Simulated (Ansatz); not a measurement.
SeF2 (SMILES F[Se]F): where methods fail along a bond

The species is SeF2 (3 atoms), meant as a singlet with charge 0. As SMILES, `F[Se]F`. The shape comes from GFN2-xTB, which is rough for such elements, and wasn't checked as a minimum.

```xyz
3

Se    0.0046   -0.0079   -0.8095
F     1.3167   -0.0187    0.4137
F    -1.3212    0.0266    0.3958
```

The Se1–F2 distance is scanned; the parts on either side stay rigid. Basis STO-3G, 11 core orbitals frozen in the correlated methods; program Ansatz 0.2.0. FCI is exact within this basis and core. Energies in eV from each method's value at 1.794 Å; methods without a U are spin-restricted; a dash marks a point that is missing or didn't converge. The shape above is that at 1.794 Å.

```tsv
distance (Å)	SVWN5	PBE	BLYP	CCSD	CCSDT	FCI
1.794	0.00	0.00	0.00	0.00	0.00	0.00
2.242	1.37	1.13	1.05	0.85	0.81	0.81
2.691	3.27	2.88	2.76	1.72	1.61	1.58
3.588	4.94	4.46	4.36	2.01	–	1.81
4.485	5.17	4.69	4.58	2.02	1.86	1.81
```

Departure from the FCI curve at its largest: SVWN5 +3.35 eV at 4.49 Å; PBE +2.88 eV at 4.49 Å; BLYP +2.77 eV at 4.49 Å; CCSD +0.20 eV at 4.49 Å; CCSDT +0.05 eV at 4.49 Å. Restricted functionals keep the electrons paired too, and rise too high.
